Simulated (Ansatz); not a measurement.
Z-matrix (Å, degrees):
```
Si
C 1 1.853
H 1 1.491 2 111.0
H 1 1.495 2 113.4 3 121.6
H 1 1.495 2 109.4 3 -119.5
N 2 1.522 1 116.7 3 175.0
Al 2 1.926 1 120.3 3 107.8
H 2 1.095 1 114.9 3 -46.8
H 6 1.005 2 120.3 1 62.8
H 7 1.568 2 164.3 1 -76.8
```

Charge 0, multiplicity 1.

Task: List the CAM-B3LYP/def2-TZVPP orbital energies in eV (the Gaussian-basis code of Ansatz). (Estimate.)

Result: Computed: Occupied: -1800.30, -1526.54, -390.69, -278.71, -144.89, -114.63, -100.22, -100.21, -100.19, -75.34, -75.21, -75.15, -25.17, -18.99, -16.18, -14.95, -12.66, -12.00, -11.08, -10.68, -10.29, -8.23, -7.77. Lowest empty: -0.06, 0.34, 0.97, 2.32, 2.73, 2.75, 3.05, 3.32.
